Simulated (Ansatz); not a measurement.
`[SiH3][SiH2][SiH2][SiH2][GeH2][SiH3]` + `OC(S)S` → `OC(S)S[SiH3]` + `[SiH3][SiH2][SiH2][SiH2][GeH3]`  (cleavage of the Si–Ge bond)

Gas-phase electronic energies from Ansatz, PBE0-D4/def2-TZVP geometries. CCSD(T)/CBS adds triple-zeta CCSD(T) − MP2 to the extrapolated MP2 energy (def2 sets, frozen cores). Functionals use def2-TZVPP. B3LYP here is the variant with VWN-RPA as its local correlation; programs differ in this. For Ge outer-core shells are correlated without core-valence functions, which leaves a few kJ/mol of doubt a bond. Scalar relativity is left out up to krypton. One conformer a species, not always the lowest.

`[SiH3][SiH2][SiH2][SiH2][GeH2][SiH3]`:

Cartesian coordinates in Å:
```
Si -0.930 2.492 0.081
Si -0.586 1.130 -1.789
Si -1.703 -0.898 -1.471
Si -1.003 -1.837 0.551
Ge 1.379 -1.882 0.662
Si 2.331 0.163 1.424
H -2.356 2.913 0.129
H -0.070 3.705 0.044
H -0.627 1.731 1.323
H 0.868 0.848 -1.951
H -1.065 1.823 -3.018
H -3.175 -0.666 -1.454
H -1.390 -1.843 -2.581
H -1.531 -3.223 0.689
H -1.527 -1.029 1.687
H 1.822 -3.001 1.625
H 1.946 -2.227 -0.729
H 1.726 0.544 2.727
H 2.094 1.257 0.447
H 3.799 0.000 1.604
```

`OC(S)S`:

Cartesian coordinates in Å:
```
O 0.217 -0.814 1.376
C 0.491 -0.210 0.161
S 0.134 1.578 0.321
S -0.322 -0.965 -1.279
H -0.731 -0.760 1.542
H 1.557 -0.355 -0.015
H 0.152 1.861 -0.990
H -1.498 -0.335 -1.115
```

`OC(S)S[SiH3]`:

```xyz
11

O    -0.903    0.472    1.399
C    -0.486   -0.651    0.709
S    -1.687   -2.003    0.986
S    -0.290   -0.389   -1.093
Si    1.223    1.124   -1.016
H    -1.741    0.765    1.020
H     0.480   -0.927    1.130
H    -1.323   -2.752   -0.067
H     2.289    0.704   -0.070
H     1.753    1.216   -2.398
H     0.685    2.442   -0.599
```

`[SiH3][SiH2][SiH2][SiH2][GeH3]`:

Z-matrix (Å, degrees):
```
Si
Si 1 2.338
H 1 1.488 2 109.5
H 1 1.488 2 111.4 3 120.3
H 1 1.488 2 109.9 3 -119.0
Si 2 2.339 1 109.5 3 60.7
H 2 1.490 1 109.2 3 -58.2
H 2 1.490 1 110.2 3 -177.0
Si 6 2.337 2 108.4 1 -50.5
H 6 1.490 2 110.4 1 -170.5
H 6 1.490 2 109.7 1 70.1
Ge 9 2.380 6 109.7 2 -50.5
H 9 1.489 6 111.2 2 -172.0
H 9 1.490 6 109.1 2 68.7
H 12 1.538 9 110.3 6 -57.3
H 12 1.538 9 111.4 6 -177.9
H 12 1.538 9 110.0 6 61.9
```

```json
{"level": "PBE-D4", "ΔE (eV)": "-0.28"}
{"level": "B2PLYP", "ΔE (eV)": "-0.39"}
{"level": "PBE", "ΔE (eV)": "-0.31"}
{"level": "r2SCAN", "ΔE (eV)": "-0.37"}
{"level": "B3LYP", "ΔE (eV)": "-0.38"}
{"level": "HF/def2-TZVPP", "ΔE (eV)": "-0.49"}
{"level": "MP2/def2-QZVPP", "ΔE (eV)": "-0.40"}
{"level": "MP2/CBS(def2)", "ΔE (eV)": "-0.40"}
```

What does CCSD(T)/CBS give? (Estimate.)

Ansatz gave: -0.34 eV. The listed levels differ from it by 0.06, -0.05, 0.03, -0.03, -0.04, -0.15, -0.06, -0.06 eV.

Largest T1 diagnostic among the species: 0.013.

The D4 term adds +0.06 eV with B3LYP and +0.04 eV with PBE0; it sums over pairs of atoms, weighted by their polarisabilities, and B3LYP, whose exchange is more repulsive, gets the larger term. In def2-TZVPP, CCSD(T) changes the Hartree–Fock value by +0.16 eV (the triples alone add +0.01 eV) and MP2 by +0.10 eV.
